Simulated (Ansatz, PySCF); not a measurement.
Gas-phase reaction in SMILES: CC[Se]C[Se]C → C[Se]C(C)[Se]C [1,1-bis(methylselanyl)ethane]
Structures are relaxed separately at B3LYP-D3(BJ)/def2-TZVP in Ansatz (a first-principles code), one conformer each, not searched for the lowest. Frequencies are from Ansatz or PySCF.

Wanted: isomerisation energy (enthalpy at 298 K, with B3LYP-D3(BJ) rigid-rotor harmonic-oscillator terms), in kcal/mol. Correlated levels leave the core frozen unless marked. Spin-orbit coupling is left out. The frozen core is the preceding noble-gas configuration, with the filled d and f shells of earlier blocks. No relativistic terms. Basis-set limits of correlation are two-point, X^-3; Hartree-Fock from the larger set.

```
level                                program  isomerisation energy (kcal/mol)
----------------------------  --------------  -------------------------------
B3LYP-D3(BJ)/def2-TZVPD       Ansatz + dftd3                       (withheld)
LC-wPBE-D4/def2-TZVPD         Ansatz + dftd4                             -1.9
B2GP-PLYP/def2-TZVPD                  Ansatz                             -1.6
CCSD/STO-3G                           Ansatz                              0.1
CCSD(T)/CBS(cc-pVTZ,cc-pVQZ)          Ansatz                             -2.0
```

Problem. What belongs in the gaps?

Solution. 
- B3LYP-D3(BJ)/def2-TZVPD, isomerisation energy (kcal/mol): -1.8
